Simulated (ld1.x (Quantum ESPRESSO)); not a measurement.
# Ranking TM potentials for beryllium (Be)

All share these settings but for the change named:

| Property | Result |
| --- | --- |
| Element | beryllium |
| Generator | ld1.x (Quantum ESPRESSO) 7.5 |
| Type | norm-conserving Troullier–Martins (Kleinman–Bylander form) |
| Functional | PBEsol |
| Relativity | non-relativistic |
| Frozen core | [He] |
| Valence charge | 2 |
| Reference configuration | 2s1.75 2p0.25 |
| Partial waves | 2s (bound): rc 1.30 bohr; 2p (bound): rc 4.20 bohr; 3d channel at 0.15 Ry: rc 4.50 bohr |
| Local potential | the d channel |
| Core correction | none |

Test errors are all-electron minus pseudo excitation energies from the reference, over 2s2 2p0; 2s1 2p0; 2s1.5 2p0; 2s0 2p1; 2s0 2p2; 2s1 2p1. None of these files shows a bound ghost.

The base gives 126.6 meV.

Of 11 variants that were run, those that failed, showed a ghost or another fault, or gave nearly equal values are left out.

A variant can come out equal or close to the base, since the largest error may sit in a test that the change hardly touches while other tests move.

(1) Rank these variants by their largest absolute test error, smallest first.
A. wave 2p (bound): rc 4.20 bohr becomes 2p (bound): rc 3.24 bohr
B. all radii scaled by about 1.30 (s 1.68, p 5.44, d 5.84 bohr)
C. core correction a·sin(br)/r model core inside 0.70 bohr
D. local potential the s channel

Answers

(1) A (44.2 meV), D (131.3 meV), C (155.4 meV), B (261.6 meV).
